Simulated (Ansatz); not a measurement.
Reaction (substitution at a C–C bond): `N#CCCO` + `NBCl` → `OCNBCl` + `CC#N`

Isolated molecules relaxed with PBE0-D4/def2-TZVP in Ansatz; ΔE leaves out vibrations. CCSD(T)/CBS is the MP2 limit (def2-TZVPP, def2-QZVPP) plus CCSD(T) − MP2 in def2-TZVPP, frozen cores. This one scheme is used for every species. DFT in def2-TZVPP. Each species was taken in one conformer, which may not be the lowest.

| level | ΔE (eV) |
| --- | --- |
| r2SCAN-D4 | 0.11 |
| PBE0-D4 | 0.10 |
| B2PLYP | 0.11 |
| r2SCAN | 0.11 |
| PBE0 | 0.12 |
| CCSD/def2-TZVPP | 0.12 |
| HF/def2-QZVPP | 0.14 |
| HF/CBS(def2) | 0.14 |

(1) What does CCSD(T)/CBS give? (Estimate.)

Largest T1 diagnostic among the species: 0.012.

Results:

(1) The calculation gave: +0.13 eV. The listed levels differ from it by -0.02, -0.03, -0.02, -0.02, -0.01, -0.01, 0.01, 0.01 eV.
